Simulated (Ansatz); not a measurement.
```yaml
crystal:
  periodic: [false, false, false]
  atoms:
    - {symbol: F, position_ang: [0.615031, -1.263006, -1.673637]}
    - {symbol: B, position_ang: [0.270219, -0.412238, -0.708543]}
    - {symbol: Al, position_ang: [0.401732, 1.725496, -1.058785]}
    - {symbol: Si, position_ang: [-0.381375, -1.186756, 1.073884]}
    - {symbol: H, position_ang: [1.735849, 2.523422, -0.713385]}
    - {symbol: H, position_ang: [-0.856118, 2.546788, -1.586758]}
    - {symbol: H, position_ang: [-1.798848, -0.757759, 1.263736]}
    - {symbol: H, position_ang: [-0.303666, -2.667576, 1.212633]}
    - {symbol: H, position_ang: [0.405474, -0.554871, 2.173855]}
basis:
  gaussian: {orbitals: pcseg-2}
hamiltonian: {xc: {name: HF}}
correlation: {method: mp2, frozen_orbitals: {F: 9}}
```

```sh
$ ansatz run in.yaml --threads 2 --pin off --events-out ev --progress --plain --max-ram 4352MiB
```

**Question.** How does Ansatz answer? (Estimate.)

**Answer.** The calculation gave: The program refused the input.
```
Functional definition: HF
Error: "frozen_orbitals" has no count for B
```
